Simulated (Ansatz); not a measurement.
Species: C3H9N, charge 0, singlet. C3H9N (SMILES CC(C)N).
B3LYP-D3(BJ)/def2-TZVP minimum from Ansatz (a quantum-chemistry and plane-wave program):
```xyz
13

C     -0.5504     1.2072     0.5695
C     -0.0176     0.1110    -0.3451
C      1.4210    -0.2554    -0.0014
N     -0.8594    -1.0820    -0.1956
H      0.0508     2.1139     0.4812
H     -0.5311     0.8728     1.6086
H     -1.5818     1.4641     0.3156
H     -0.0303     0.4966    -1.3771
H      1.7951    -1.0413    -0.6623
H      1.4813    -0.6202     1.0259
H      2.0784     0.6096    -0.1059
H     -0.5446    -1.8225    -0.8123
H     -1.8207    -0.8757    -0.4428
```
Charge 0, spin multiplicity 1.

Atomisation energy term by term, kcal/mol (programs: Ansatz). UHF or UKS for unpaired electrons; spin-orbit terms are left out. Correlated methods leave the cores frozen. Rows without X2C or -DK are non-relativistic. CBS(X,Y): correlation extrapolated as X^-3, Hartree-Fock from the larger set. A bracket is a step between two methods taken in the basis named. 'core' is core correlation in cc-pwCVTZ, 'X2C' scalar relativity in cc-pVTZ-DK, both at CCSD(T). Where a partner has so few electrons that a lower coupled-cluster level is exact, that level stands in.

```csv
term,basis,kcal/mol
Hartree-Fock,cc-pVQZ,868.53
CCSD correlation,"CBS(cc-pVTZ,cc-pVQZ)",290.06
(T),"CBS(cc-pVTZ,cc-pVQZ)",15.36
CCSDT(Q) - CCSD(T),cc-pVDZ,0.54
core correlation,cc-pwCVTZ,4.08
scalar relativity,"X2C, cc-pVTZ-DK",-0.84
sum: De,,1177.7
```
